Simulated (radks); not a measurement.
The numbers below are computed, except where a source is named.
All-electron atom: Ne+ in [He] 2s2 2p5.

Code: a radial shooting solver on a logarithmic mesh with Libxc functionals. Model: non-relativistic Kohn-Sham, TPSS, spin-polarised, spherical densities, point nucleus; open shells are filled with parallel spins first; meta-GGA in the generalised Kohn-Sham scheme.

Energy parts (eV):
part                     energy
total                 -3487.639
kinetic                3480.220
electron-nucleus      -8244.065
Hartree                1601.301
exchange-correlation   -325.095

Orbitals (lengths in bohr, moments of r in powers of bohr; <r^-3> diverges for s and p1/2):
orbital  occ.  eigenvalue (eV)  <r^-3>    <r^2>     <r^4>  <1/r>
1s up       1        -857.3676       -  0.03366  0.002952  9.608
1s down     1        -856.3710       -  0.03357  0.002936  9.615
2s up       1         -57.3867       -   0.8894     1.522  1.697
2s down     1         -55.1967       -   0.9076     1.597  1.680
2p up       3         -33.4922   12.92   0.9864     2.339  1.549
2p down     2         -31.2809   12.54    1.034     2.608  1.525

The highest occupied level is 2p down at -31.281 eV. Spin moment in Bohr magnetons: 1. For comparison, the ionisation energy in NIST's Atomic Spectra Database is 40.963 eV (measured). In exact Kohn-Sham theory the highest level is minus the ionisation energy, but local and semilocal functionals leave it too shallow, through self-interaction and a potential that decays too fast; potentials with the right tail come closer. Virial ratio -V/T = 2.00213. The spin density at the nucleus is 0.0514 e/bohr^3 (1s -0.3505, 2s 0.4019), a Fermi contact field of 2.69 T. Summed over all electrons, <r^2> = 6.891 bohr^2, which gives a Langevin (diamagnetic) susceptibility term of -5.46 x 10^-6 cm^3/mol.
